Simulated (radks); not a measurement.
The numbers below are computed, except where a source is named.
Ionisation of Tm46+, [Ar] 3d5, to Tm47+, [Ar] 3d4, under several functionals. Dirac Kohn-Sham, spin-unpolarised, spherical densities, finite nucleus; open shells fill j = l - 1/2 first; a radial shooting solver on a logarithmic mesh with Libxc functionals.

\begin{tabular}{lrrrrrr}
functional & E(Tm46+) (hartree) & Exc (hartree) & IE (eV) & -e(HOMO) (eV) & <r> HOMO (bohr) & IE error (eV) \\ \hline
LDA (Slater exchange, Perdew-Zunger correlation) & -11835.4443 & -181.1303 & 3896.8 & 3835.3 & 0.1869 & +1.8 \\
XLYP & -11846.1037 & -191.8755 & 3897.2 & 3835.7 & 0.1870 & +2.2 \\
exchange-only PBE & -11843.0750 & -188.8288 & 3895.0 & 3833.5 & 0.1870 & 0.0 \\
HCTH/407 & -11847.2805 & -193.1233 & 3906.3 & 3844.9 & 0.1867 & +11.3 \\
SOGGA & -11839.9832 & -185.7088 & 3896.4 & 3834.9 & 0.1870 & +1.4 \\
LDA (Slater exchange, Perdew-Wang correlation) & -11835.4339 & -181.1198 & 3896.8 & 3835.3 & 0.1869 & +1.8 \\
LDA (Slater exchange, VWN5 correlation) & -11835.4435 & -181.1293 & 3896.8 & 3835.3 & 0.1869 & +1.8 \\
PBEsol & -11840.2516 & -185.9784 & 3896.6 & 3835.1 & 0.1870 & +1.6 \\
\end{tabular}

NIST Atomic Spectra Database: 3895 eV (theoretical). Closest: exchange-only PBE. The Delta-SCF values span 11.33 eV, the total energies 11.85 hartree. The highest occupied level is 3d5/2. Spin polarisation and multiplet splitting are left out, so open shells lie too high by an amount that depends on their filling.

Beside tabulated values, note that spin-unpolarised runs miss the spin-polarisation part of the exchange energy of open shells.
